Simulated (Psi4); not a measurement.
C$_{3}$H$_{11}$AlN (SMILES C[N](C)(C)->[AlH2+]), charge +1, singlet, geometry from GFN2-xTB (such geometries of metal compounds can be far from the true shape).

Input for Psi4:
```
memory 2 GB

molecule {
1 1
Al    0.19698989    0.77097361    1.41029709
H    -1.07762603    1.22572635    2.10977938
H     1.65481203    0.92649085    1.82300765
C    -1.49225602   -0.33717125   -0.53865374
N    -0.05144453   -0.16804163   -0.30814978
C     0.63189440   -1.46775421   -0.22387477
C     0.56264674    0.63497813   -1.37684371
H    -1.68799173   -0.84740274   -1.48437584
H    -1.97926488    0.64351859   -0.55438176
H    -1.92971718   -0.91948847    0.27855421
H     1.68133416   -1.31036957    0.04859022
H     0.58982016   -2.00084875   -1.17657030
H     0.16283088   -2.08331492    0.54732063
H     0.50731339    0.12154062   -2.33967735
H     0.04997603    1.59616122   -1.45849561
H     1.61404556    0.82130506   -1.13433165
}

set {
  basis def2-sv(p)
}

energy('cisd')
print_variables()
```

Problem. Give the number of basis functions at the level CISD/def2-SV(P) run with Psi4 1.11.

Solution. 96

Problem. Estimate the nuclear repulsion energy that CISD/def2-SV(P) returns for this input.

Solution. 245.3566 Eh

Problem. Give the total energy at the level CISD/def2-SV(P).

Solution. -416.4909 Eh

Problem. What MP2 correlation energy does CISD/def2-SV(P) give?

Solution. -0.6102 Eh
